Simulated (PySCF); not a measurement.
Ga(Cl)3 anion (Cl3Ga), SMILES [Cl][Ga]([Cl])[Cl] (connectivity only; charge and spin as stated), charge -1, multiplicity 2.

The structure is a stationary point at PBE0-D3(BJ)/def2-SVPD. The multiplicity is an assumed one; other spin states were not compared. The isomer is the one that the SMILES or the coordinates give; other isomers of the formula were not compared.

All values below come from PBE0-D3(BJ)/def2-SVPD (PySCF 2.14.0).

Frequencies are harmonic and unscaled.

Modes within 1.5 cm⁻¹ of each other (mostly degenerate sets) share a row, with their intensities summed.

| mode | ν (cm⁻¹) | IR (km/mol) | moving atoms (share of kinetic energy) |
|---|---|---|---|
| 1–2 | 101 | 2.7 | Cl 87 %, Ga 13 % |
| 3 | 132 | 5.1 | Cl 62 %, Ga 38 % |
| 4 | 302 | 23.6 | Cl 78 %, Ga 22 % |
| 5–6 | 321 | 224.4 | Cl 59 %, Ga 41 % |
